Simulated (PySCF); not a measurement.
hydrogen telluride (H2Te), SMILES [TeH2]. Geometry: PBE-D3(BJ)/def2-TZVPD. The def2 effective core potentials stand for the cores of Te; spin–orbit coupling is left out.

Calculation: PBE-D3(BJ)/def2-TZVPD in PySCF.

Harmonic wavenumbers (cm⁻¹): 852, 2078, 2088. Rotational constants (GHz): 181.5, 180.4, 90.47; symmetry number 2.

Problem. Work out the zero-point energy and the ideal-gas rigid-rotor harmonic-oscillator thermochemistry at 298.15 K and 1 atm.

Solution. ZPE = ½ Σ hcν = ½ × 5018 cm⁻¹ = 30.01 kJ/mol. H − E(el) = 40.10 kJ/mol. Entropy in J/(mol K): translation 169.42, rotation 58.45, vibration 0.72, total 228.58. G − E(el) = -28.05 kJ/mol. Cp = 35.71 J/(mol K).
